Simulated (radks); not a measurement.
The numbers below are computed, except where a source is named.
All-electron atom: Ti19+ in [He] 2s1 (the NIST ground configuration). Level of theory: non-relativistic Kohn-Sham, LB94 model potential, spin-polarised, spherical densities, point nucleus; open shells are filled with parallel spins first (a radial shooting solver on a logarithmic mesh with Libxc functionals).

Normalised radial functions P(r) = r R(r), r in bohr:

r,1s up,1s down,2p down
0.003055,0.5801,0.5790,0.0037
0.003701,0.6929,0.6917,0.0054
0.004485,0.8252,0.8238,0.0079
0.005434,0.9793,0.9776,0.0115
0.006584,1.1570,1.1549,0.0167
0.007978,1.3596,1.3572,0.0241
0.009666,1.5874,1.5847,0.0347
0.01171,1.8390,1.8358,0.0498
0.01419,2.1104,2.1067,0.0712
0.0172,2.3942,2.3901,0.1012
0.02083,2.6788,2.6744,0.1428
0.02525,2.9476,2.9427,0.1998
0.03059,3.1783,3.1733,0.2770
0.03706,3.3443,3.3393,0.3793
0.04491,3.4166,3.4120,0.5120
0.05485,3.3631,3.3593,0.6870
0.06646,3.1691,3.1667,0.8917
0.08053,2.8331,2.8326,1.1284
0.09758,2.3763,2.3782,1.3846
0.1182,1.8447,1.8492,1.6370
0.1433,1.3039,1.3104,1.8504
0.1736,0.8233,0.8298,1.9810
0.2103,0.4539,0.4587,1.9865
0.2548,0.2126,0.2151,1.8408
0.3088,0.0817,0.0826,1.5507
0.3741,0.0247,0.0250,1.1643
0.4533,0.0056,0.0056,0.7605
0.5493,0.0009,0.0009,0.4196
0.6656,0.0001,0.0001,0.1886
0.8064,0.0000,0.0000,0.0661
0.9771,0.0000,0.0000,0.0171

1s up: eigenvalue -6051.7 eV, 0 radial nodes, <r> = 0.0694 bohr, 90 % of the charge inside 0.123 bohr. 1s down: eigenvalue -6049.4 eV, 0 radial nodes, <r> = 0.0696 bohr, 90 % of the charge inside 0.124 bohr. 2p down (empty): eigenvalue -1393.2 eV, 0 radial nodes, <r> = 0.242 bohr, 90 % of the charge inside 0.389 bohr.
